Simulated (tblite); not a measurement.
Isomers of C6H13ClSi. Computed with GFN2-xTB (tblite): harmonic, unscaled wavenumbers at the GFN2-xTB geometry, gas phase. The method is semi-empirical: single wavenumbers can be off by several per cent or more. Modes of hydrogen on silicon can be 10 to 20 % off. One conformer each.

Electronic energies: GFN2-xTB at the same geometries; isomer energies are rough at this level and their order can be wrong.

| SMILES | electronic energy, lowest = 0 (kJ/mol) |
| --- | --- |
| CC[C@@H]1C[C@]1([SiH3])CCl | 99.2 |
| CCCC/C=C/[SiH2]Cl | 0.0 |
| C[C@@H]1C[SiH2][C@H]1CCCl | 103.5 |

Task: How do GFN2-xTB zero-point energies change the relative energies?

Result: 
```json
{"SMILES": "CCCC/C=C/[SiH2]Cl", "ZPE (kJ/mol)": "449.7", "of it from modes above 1550 cm⁻¹": "234.4", "electronic (kJ/mol)": "0.0", "with ZPE, lowest = 0 (kJ/mol)": "0.0", "lowest mode (cm⁻¹)": "13", "rings": "0"}
{"SMILES": "CC[C@@H]1C[C@]1([SiH3])CCl", "ZPE (kJ/mol)": "443.3", "of it from modes above 1550 cm⁻¹": "221.2", "electronic (kJ/mol)": "99.2", "with ZPE, lowest = 0 (kJ/mol)": "92.9", "lowest mode (cm⁻¹)": "30", "rings": "1"}
{"SMILES": "C[C@@H]1C[SiH2][C@H]1CCCl", "ZPE (kJ/mol)": "452.1", "of it from modes above 1550 cm⁻¹": "223.9", "electronic (kJ/mol)": "103.5", "with ZPE, lowest = 0 (kJ/mol)": "105.9", "lowest mode (cm⁻¹)": "46", "rings": "1"}
```

The zero-point energies span 8.8 kJ/mol, from `CC[C@@H]1C[C@]1([SiH3])CCl` to `C[C@@H]1C[SiH2][C@H]1CCCl`. The order is unchanged.
